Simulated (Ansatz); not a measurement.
Consider the ligand exchange at a B–O bond: `OB(F)O[SiH3]` + H₂S → `FB(S)O[SiH3]` + H₂O.

Gas-phase electronic energies from Ansatz, PBE0-D4/def2-TZVP geometries. CCSD(T)/CBS is the MP2 limit (def2-TZVPP, def2-QZVPP) plus CCSD(T) − MP2 in def2-TZVPP, frozen cores. This one scheme is used for every species. Each species was taken in one conformer, which may not be the lowest.

`OB(F)O[SiH3]`:

```xyz
9

O    -1.427    0.640    0.815
B    -0.966    0.702   -0.463
F    -1.659    1.365   -1.391
O     0.188    0.103   -0.816
Si    1.284   -0.784    0.051
H    -2.257    1.104    0.943
H     2.352   -1.171   -0.898
H     0.634   -1.995    0.609
H     1.851    0.036    1.150
```

H₂S:

```xyz
3

S    -0.126   -0.555   -0.245
H     0.205   -0.136    0.985
H    -0.079    0.691   -0.740
```

`FB(S)O[SiH3]`:

```xyz
9

F    -1.429    1.839    0.922
B    -0.917    0.759    0.343
S    -2.024   -0.422   -0.485
O     0.413    0.579    0.391
Si    1.530   -0.522   -0.131
H    -3.145    0.264   -0.211
H     2.466    0.174   -1.043
H     2.252   -1.035    1.056
H     0.853   -1.636   -0.842
```

H₂O:

Cartesian coordinates in Å:
```
O -0.045 0.118 -0.368
H 0.480 0.535 0.318
H -0.435 -0.653 0.051
```

```json
{"species": "`OB(F)O[SiH3]`", "CCSD(T)/CBS(def2) energy (Eh)": "-566.62981"}
{"species": "H₂S", "CCSD(T)/CBS(def2) energy (Eh)": "-398.97279"}
{"species": "`FB(S)O[SiH3]`", "CCSD(T)/CBS(def2) energy (Eh)": "-889.19834"}
{"species": "H₂O", "CCSD(T)/CBS(def2) energy (Eh)": "-76.37941"}
```

Q: Work out ΔE.

A: ΔE = (-889.19834) + (-76.37941) − (-566.62981) − (-398.97279) = 0.02485 Eh = +0.68 eV.

Q: What do rigid-rotor, harmonic-oscillator terms from PBE0-D4/def2-TZVP frequencies (298.15 K, 1 bar) make of the CCSD(T)/CBS value? (Estimate.)

A: The calculation gave: ΔZPE = +0.02 eV, ΔH = +0.72 eV, ΔS = 4 J/(mol·K), ΔG = +0.71 eV. Modes under 50 cm⁻¹ make the entropy rough.

Largest T1 diagnostic among the species: 0.013.

The D4 term adds −0.06 eV with B3LYP and −0.03 eV with PBE0; it sums over pairs of atoms, weighted by their polarisabilities, and B3LYP, whose exchange is more repulsive, gets the larger term. In def2-TZVPP, CCSD(T) changes the Hartree–Fock value by −0.21 eV (the triples alone add −0.04 eV) and MP2 by −0.26 eV.

B3LYP here is the variant with VWN-RPA as its local correlation; programs differ in this.
